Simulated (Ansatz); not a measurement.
Reaction (redistribution): `[NH2][Y]([NH2])[NH2]` + `[OH][AlH][SiH2]O` → `[NH2][Y]([NH2])[OH]` + `[NH2][AlH][SiH2]O`

Isolated molecules relaxed with PBE0-D4/def2-TZVP in Ansatz; ΔE leaves out vibrations. CBS: MP2 limit from def2 TZ/QZ plus the TZ coupled-cluster correction, frozen cores. Functionals use def2-TZVPP. def2 core potentials past Kr. For Y outer-core shells are correlated without core-valence functions, which leaves a few kJ/mol of doubt a bond. Each species was taken in one conformer, which may not be the lowest.

Question: Is it downhill or uphill in electronic energy at CCSD(T)/CBS, and by how much? (Estimate.)

Answer: Computed: Downhill: ΔE = -9.6 kcal/mol.

Question: What do these levels give: B97M-V, PBE0-D4, ωB97X-V, revPBE, r2SCAN0, LC-ωPBE, RPA@PBE/def2-TZVPP, MP2/def2-SVP, CCSD/def2-SVP, MP2/def2-TZVPP, CCSD(T)/def2-TZVPP, CCSD/CBS(def2)? (Best estimate.)

Answer: Ansatz gave: B97M-V -9.8, PBE0-D4 -9.6, ωB97X-V -10.3, revPBE -8.8, r2SCAN0 -9.6, LC-ωPBE -10.8, RPA@PBE/def2-TZVPP -9.0, MP2/def2-SVP -13.5, CCSD/def2-SVP -13.4, MP2/def2-TZVPP -9.7, CCSD(T)/def2-TZVPP -9.5, CCSD/CBS(def2) -9.7 kcal/mol.

Largest T1 diagnostic among the species: 0.013.

At CCSD(T), def2-SVP lies −3.7 kcal/mol from the extrapolated value and def2-TZVPP +0.2 kcal/mol. Leaving LDA and LC-ωPBE aside and taking each functional with its dispersion term where it has one, the values, not all of them listed here, spread over 1.2 kcal/mol, from CAM-B3LYP-D4 to revPBE-D4. LDA lies −0.9 kcal/mol from PBE without D4.
